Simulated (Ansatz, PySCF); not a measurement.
Species: AsO (charge 0, doublet). SMILES: [As]=O
Coordinates optimised at B3LYP-D3(BJ)/def2-TZVP (Ansatz, a program for electronic structure):
```xyz
2

As     0.0000     0.0000    -0.3173
O      0.0000     0.0000     1.3089
```
Charge 0, spin multiplicity 2.

Property: vertical ionisation energy (to the singlet state of charge +1; each state is the SCF solution reached for its spin; for the singlet the Hartree-Fock reference is unstable and T1 is 0.036; for the doublet the Hartree-Fock reference is unstable and T1 is 0.030), in eV. Cores are frozen in the correlated levels unless marked. UHF or UKS for open shells. No spin-orbit coupling. Frozen are the shells of the preceding noble gas and the d and f shells that filled before the atom's block. No relativistic terms. 

```
level                 program  vertical ionisation energy (eV)
--------------------  -------  -------------------------------
PBE/def2-TZVPD         Ansatz                             8.34
B3LYP/def2-TZVPD       Ansatz                             8.56
PBE0/def2-TZVPD        Ansatz                             8.58
BHLYP/def2-TZVPD       Ansatz                             8.68
CAM-B3LYP/def2-TZVPD   Ansatz                             8.65
wB97M-V/def2-TZVPD     Ansatz                             8.44
wB97X-V/def2-TZVPD     Ansatz                             8.52
CCSD/def2-SVPD         Ansatz                             8.18
CCSD/aug-cc-pVTZ       Ansatz                             8.36
CCSD/def2-TZVPPD       Ansatz                             8.33
CCSD/aug-cc-pVQZ       Ansatz                             8.41
CCSD/def2-QZVPPD       Ansatz                             8.40
CCSD(T)/def2-SVPD      Ansatz                             8.02
CCSD(T)/def2-TZVPPD    Ansatz                             8.21
```

For comparison, minus the highest occupied orbital energy (PySCF): 4.65 eV at SVWN5/def2-TZVPD, 4.71 eV at BP86/def2-TZVPD, 9.13 eV at HF/def2-TZVPD.
